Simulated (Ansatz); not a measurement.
Ansatz (a first-principles code) input file for AsH₄Si, SMILES [SiH3][AsH], multiplicity 2, r2SCAN-D4/def2-TZVP. 

Ansatz 0.2 input:
```yaml
crystal:
  periodic: [false, false, false]
  atoms:
    - {symbol: Si, position_ang: [-1.40163572, -0.53653094, 0.05705214]}
    - {symbol: As, position_ang: [0.72764112, 0.32504484, -0.03458906]}
    - {symbol: H, position_ang: [-1.65906707, -1.30874054, 1.27989710]}
    - {symbol: H, position_ang: [-2.36957801, 0.56462696, 0.02181148]}
    - {symbol: H, position_ang: [-1.71314708, -1.42767913, -1.06944870]}
    - {symbol: H, position_ang: [1.35253549, -1.04325401, 0.11044889]}
basis:
  gaussian:
    orbitals: def2-TZVP
hamiltonian:
  xc: r2scan
  dispersion: d4
magnetization: {spin_polarized: true, initial_magnetization: 1}
relax: {f_tol: 0.002, max_steps: 200}
```

Output:

```
WARN ansatz: RAYON_NUM_THREADS=1 ignored (pool sized by the plan → 1); use --threads N
Functional definition: r2SCAN
integrals: 0.04 GiB planned
801 factors; their error is unknown
mean field: 0.38 GiB planned
mean field evaluation 1: about -68781.6402 eV, gradient 1.2e1 eV
mean field evaluation 2: about -68781.7970 eV, gradient 1.2e1 eV
mean field evaluation 4: about -68782.5832 eV, gradient 6.0e-1 eV
mean field evaluation 8: about -68782.5734 eV, gradient 7.8e-2 eV
mean field evaluation 16: about -68782.5735 eV, gradient 1.1e-4 eV
mean field -68782.57347008 eV, -2527.7129525225 hartree, gradient 2.0e-5 eV, S^2 0.756276; 0 other end points of the search recorded, 0 dependent functions left out
the calculation of the forces begins
reference -68782.57348274 eV, -2527.7129529879 hartree; 26, 25 occupied and 83, 84 virtual orbitals, 801 factors
relax step   1: F+E_penalty+E_count = -68782.59654507 eV  Δ(F+E_penalty+E_count) = +0.000e0 eV  max|allowed force component| = 5.371e-1 eV/Å  Δτ_max = 0.0000 Å  (31 SCF iters, accepted)
these checks for a lower state are left out or cut short: starts, cluster_reference, orbital_swaps, neighbouring_geometries, increment
integrals: 0.04 GiB planned
801 factors; their error is unknown
mean field: 0.38 GiB planned
mean field -68782.61094103 eV, -2527.7143295547 hartree, gradient 4.4e-6 eV, S^2 0.756376; 0 other end points of the search recorded, 0 dependent functions left out
the calculation of the forces begins
reference -68782.61095377 eV, -2527.7143300227 hartree; 26, 25 occupied and 83, 84 virtual orbitals, 801 factors
relax step   2: F+E_penalty+E_count = -68782.63399983 eV  Δ(F+E_penalty+E_count) = -3.745e-2 eV  max|allowed force component| = 1.115e-1 eV/Å  Δτ_max = 0.0404 Å  (36 SCF iters, accepted)
these checks for a lower state are left out or cut short: starts, cluster_reference, orbital_swaps, neighbouring_geometries, increment
integrals: 0.04 GiB planned
801 factors; their error is unknown
mean field: 0.38 GiB planned
mean field evaluation 32: about -68782.6126 eV, gradient 2.6e-5 eV
mean field -68782.61259870 eV, -2527.7143904728 hartree, gradient 2.6e-5 eV, S^2 0.756407; 0 other end points of the search recorded, 0 dependent functions left out
the calculation of the forces begins
reference -68782.61261146 eV, -2527.7143909417 hartree; 26, 25 occupied and 83, 84 virtual orbitals, 801 factors
relax step   3: F+E_penalty+E_count = -68782.63563215 eV  Δ(F+E_penalty+E_count) = -1.632e-3 eV  max|allowed force component| = 3.050e-2 eV/Å  Δτ_max = 0.0258 Å  (35 SCF iters, accepted)
these checks for a lower state are left out or cut short: starts, cluster_reference, orbital_swaps, neighbouring_geometries, increment
integrals: 0.04 GiB planned
801 factors; their error is unknown
mean field: 0.38 GiB planned
mean field -68782.61309103 eV, -2527.7144085657 hartree, gradient 2.5e-5 eV, S^2 0.756406; 0 other end points of the search recorded, 0 dependent functions left out
the calculation of the forces begins
reference -68782.61310378 eV, -2527.7144090344 hartree; 26, 25 occupied and 83, 84 virtual orbitals, 801 factors
relax step   4: F+E_penalty+E_count = -68782.63613469 eV  Δ(F+E_penalty+E_count) = -5.025e-4 eV  max|allowed force component| = 1.099e-2 eV/Å  Δτ_max = 0.0242 Å  (33 SCF iters, accepted)
these checks for a lower state are left out or cut short: starts, cluster_reference, orbital_swaps, neighbouring_geometries, increment
integrals: 0.04 GiB planned
801 factors; their error is unknown
mean field: 0.38 GiB planned
mean field -68782.61295847 eV, -2527.7144036943 hartree, gradient 2.5e-5 eV, S^2 0.756405; 0 other end points of the search recorded, 0 dependent functions left out
the calculation of the forces begins
reference -68782.61297122 eV, -2527.7144041627 hartree; 26, 25 occupied and 83, 84 virtual orbitals, 801 factors
relax step   5: F+E_penalty+E_count = -68782.63601828 eV  Δ(F+E_penalty+E_count) = +1.164e-4 eV  max|allowed force component| = 2.179e-2 eV/Å  Δτ_max = 0.0222 Å  (34 SCF iters, rejected (line search))
these checks for a lower state are left out or cut short: starts, cluster_reference, orbital_swaps, neighbouring_geometries, increment
integrals: 0.04 GiB planned
801 factors; their error is unknown
mean field: 0.38 GiB planned
mean field -68782.61318438 eV, -2527.7144119963 hartree, gradient 2.6e-5 eV, S^2 0.756405; 0 other end points of the search recorded, 0 dependent functions left out
the calculation of the forces begins
reference -68782.61319713 eV, -2527.7144124649 hartree; 26, 25 occupied and 83, 84 virtual orbitals, 801 factors
relax step   6: F+E_penalty+E_count = -68782.63623348 eV  Δ(F+E_penalty+E_count) = -9.879e-5 eV  max|allowed force component| = 1.317e-3 eV/Å  Δτ_max = 0.0103 Å  (34 SCF iters, accepted)
these checks for a lower state are left out or cut short: starts, cluster_reference, orbital_swaps, neighbouring_geometries, increment
integrals: 0.04 GiB planned
801 factors; their error is unknown
mean field: 0.38 GiB planned
mean field -68782.61318901 eV, -2527.7144121663 hartree, gradient 1.8e-5 eV, S^2 0.756405; 0 other end points of the search recorded, 0 dependent functions left out
the calculation of the forces begins
reference -68782.61320176 eV, -2527.7144126349 hartree; 26, 25 occupied and 83, 84 virtual orbitals, 801 factors
relax step   7: F+E_penalty+E_count = -68782.63623927 eV  Δ(F+E_penalty+E_count) = -5.793e-6 eV  max|allowed force component| = 2.248e-3 eV/Å  Δτ_max = 0.0044 Å  (28 SCF iters, accepted)
these checks for a lower state are left out or cut short: starts, cluster_reference, orbital_swaps, neighbouring_geometries, increment
integrals: 0.04 GiB planned
801 factors; their error is unknown
mean field: 0.38 GiB planned
mean field evaluation 64: about -68782.6132 eV, gradient 1.2e-5 eV
mean field -68782.61318985 eV, -2527.7144121973 hartree, gradient 1.2e-5 eV, S^2 0.756405; 0 other end points of the search recorded, 0 dependent functions left out
the calculation of the forces begins
reference -68782.61320260 eV, -2527.7144126658 hartree; 26, 25 occupied and 83, 84 virtual orbitals, 801 factors
relax step   8: F+E_penalty+E_count = -68782.63623994 eV  Δ(F+E_penalty+E_count) = -6.661e-7 eV  max|allowed force component| = 1.309e-3 eV/Å  Δτ_max = 0.0010 Å  (28 SCF iters, accepted)
integrals: 0.04 GiB planned
801 factors; their error is unknown
mean field: 0.38 GiB planned
mean field -68782.61318985 eV, -2527.7144121973 hartree, gradient 1.3e-5 eV, S^2 0.756405; 1 other end points of the search recorded, 0 dependent functions left out
the calculation of the forces begins
reference -68782.61320260 eV, -2527.7144126658 hartree; 26, 25 occupied and 83, 84 virtual orbitals, 801 factors
Total energy: -68782.63625269 eV, -2527.7152597409 hartree
Atom 0 at    -1.429411    -0.535425     0.063984 Å, force    -0.000632    -0.000235    -0.000073 eV/Å
Atom 1 at     0.758874     0.343304    -0.006667 Å, force     0.001309    -0.001038     0.000129 eV/Å
Atom 2 at    -1.646750    -1.302981     1.319148 Å, force    -0.000278     0.000124    -0.000095 eV/Å
Atom 3 at    -2.406033     0.581218     0.008746 Å, force    -0.000164    -0.000229     0.000014 eV/Å
Atom 4 at    -1.668925    -1.441465    -1.090826 Å, force    -0.000135     0.000122     0.000211 eV/Å
Atom 5 at     1.328993    -1.071184     0.070786 Å, force    -0.000100     0.001255    -0.000187 eV/Å
Dipole moment:    -0.026675    -0.071412     0.004397 e Å
```

The calculation finished and met its thresholds.
